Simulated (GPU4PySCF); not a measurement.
Cu(MeCN)4 (C8H12CuN4), SMILES CC#[N]->[Cu+](<-[N]#CC)(<-[N]#CC)<-[N]#CC, charge +1, multiplicity 1. Atoms are numbered in the order given.

```xyz
25

Cu     0.0017     0.0006     0.0006
C      2.8716    -1.2603    -3.3590
C      1.9697    -0.8633    -2.3026
N      1.2542    -0.5484    -1.4643
H      2.7367    -0.6111    -4.2254
H      2.6688    -2.2917    -3.6515
H      3.9037    -1.1841    -3.0135
C      2.1083    -0.4217     4.0620
C      1.4465    -0.2884     2.7848
N      0.9211    -0.1827     1.7716
H      2.5025     0.5453     4.3781
H      2.9316    -1.1329     3.9806
H      1.4003    -0.7801     4.8108
C     -1.2660     4.3722    -0.6285
C     -0.8672     2.9979    -0.4306
N     -0.5508     1.9074    -0.2737
H     -1.0614     4.6733    -1.6571
H     -0.7102     5.0210     0.0501
H     -2.3335     4.4806    -0.4310
C     -3.7206    -2.6927    -0.0775
C     -2.5500    -1.8465    -0.0519
N     -1.6212    -1.1751    -0.0317
H     -4.5875    -2.1373     0.2837
H     -3.5631    -3.5630     0.5613
H     -3.9127    -3.0290    -1.0975
```
Charge +1, spin multiplicity 1.

Geometry: PBE0-D3(BJ)/def2-TZVP. The spin state was assumed, not searched. The isomer is the one that the SMILES or the coordinates give; other isomers of the formula were not compared.

These are TDDFT-M06-2X/def2-SVPD (GPU4PySCF) values and carry that method's errors.

Vertical excitations. 

```
state  energy (eV)  λ (nm)      f                                                                      main pairs
-----  -----------  ------  -----  ------------------------------------------------------------------------------
S1            6.30     197  0.000      HOMO→LUMO+5 20 %, HOMO−1→LUMO+4 19 %, HOMO−1→LUMO+1 15 %, HOMO→LUMO+2 12 %
S2            6.30     197  0.000      HOMO→LUMO+6 17 %, HOMO−2→LUMO+4 14 %, HOMO→LUMO+3 11 %, HOMO−2→LUMO+1 10 %
S3            6.30     197  0.000  HOMO−1→LUMO+6 16 %, HOMO−1→LUMO+3 16 %, HOMO−2→LUMO+5 15 %, HOMO−2→LUMO+2 13 %
S4            6.45     192  0.000      HOMO→LUMO+4 20 %, HOMO→LUMO+1 18 %, HOMO−1→LUMO+5 13 %, HOMO−1→LUMO+2 13 %
S5            6.45     192  0.000  HOMO−2→LUMO+3 21 %, HOMO−2→LUMO+6 17 %, HOMO−1→LUMO+2 12 %, HOMO−1→LUMO+5 11 %
S6            6.60     188  0.079      HOMO→LUMO+5 20 %, HOMO−1→LUMO+4 18 %, HOMO−1→LUMO+1 17 %, HOMO→LUMO+2 14 %
S7            6.60     188  0.078       HOMO→LUMO+6 13 %, HOMO−2→LUMO+4 12 %, HOMO→LUMO+3 12 %, HOMO−2→LUMO+2 9 %
S8            6.60     188  0.078  HOMO−1→LUMO+3 18 %, HOMO−1→LUMO+6 13 %, HOMO−2→LUMO+2 12 %, HOMO−2→LUMO+1 10 %
S9            6.71     185  0.000        HOMO→LUMO+8 30 %, HOMO−3→LUMO+4 10 %, HOMO−3→LUMO+1 6 %, HOMO→LUMO+7 6 %
S10           6.71     185  0.000     HOMO−1→LUMO+7 35 %, HOMO−3→LUMO+5 8 %, HOMO−3→LUMO+2 7 %, HOMO−4→LUMO+5 6 %
S11           6.71     185  0.000  HOMO−2→LUMO+8 23 %, HOMO−4→LUMO+6 14 %, HOMO−2→LUMO+7 13 %, HOMO−4→LUMO+3 12 %
S12           6.82     182  0.000                                                                  HOMO→LUMO 92 %
T1            6.02     206      0      HOMO−1→LUMO+5 11 %, HOMO→LUMO+4 10 %, HOMO−1→LUMO+2 8 %, HOMO−2→LUMO+6 8 %
T2            6.23     199      0      HOMO→LUMO+5 17 %, HOMO−1→LUMO+4 17 %, HOMO−1→LUMO+1 14 %, HOMO→LUMO+2 13 %
T3            6.23     199      0       HOMO−2→LUMO+4 14 %, HOMO−2→LUMO+1 13 %, HOMO→LUMO+6 11 %, HOMO→LUMO+3 9 %
T4            6.23     199      0  HOMO−2→LUMO+5 15 %, HOMO−2→LUMO+2 15 %, HOMO−1→LUMO+3 15 %, HOMO−1→LUMO+6 11 %
```
Triplets are in the Tamm–Dancoff approximation, which puts them higher than full response would, so one can lie above its singlet here.
